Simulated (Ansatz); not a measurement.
```xyz
10

C     0.770    1.520   -1.832
Al    0.574   -0.081   -0.709
S    -0.841    0.089    0.953
C    -0.743   -1.523    1.794
H     1.540    2.173   -1.408
H     1.064    1.278   -2.855
H    -0.170    2.080   -1.858
H    -1.736   -1.971    1.808
H    -0.053   -2.198    1.289
H    -0.406   -1.366    2.818
```

Charge 0, multiplicity 2.

List the PBE/def2-TZVPP orbital energies in eV (Ansatz 0.2.0). (Estimate.)

Computed: α occupied: -2395.32, -1506.74, -269.60, -268.41, -208.26, -154.41, -154.29, -154.22, -106.96, -69.02, -68.93, -68.81, -19.01, -16.82, -15.35, -10.72, -10.38, -9.77, -9.67, -9.39, -8.20, -6.73, -5.85, -4.44. α empty: -1.91, -0.50, 0.24, 0.73, 1.45, 1.84, 2.14, 2.38. β occupied: -2395.31, -1506.69, -269.59, -268.36, -208.25, -154.40, -154.25, -154.22, -106.88, -68.95, -68.81, -68.74, -18.97, -16.72, -15.31, -10.64, -10.38, -9.72, -9.63, -9.27, -7.95, -6.56, -5.82. β empty: -3.03, -1.28, -0.35, 0.62, 0.96, 1.65, 1.98, 2.20. ⟨S²⟩ = 0.752.
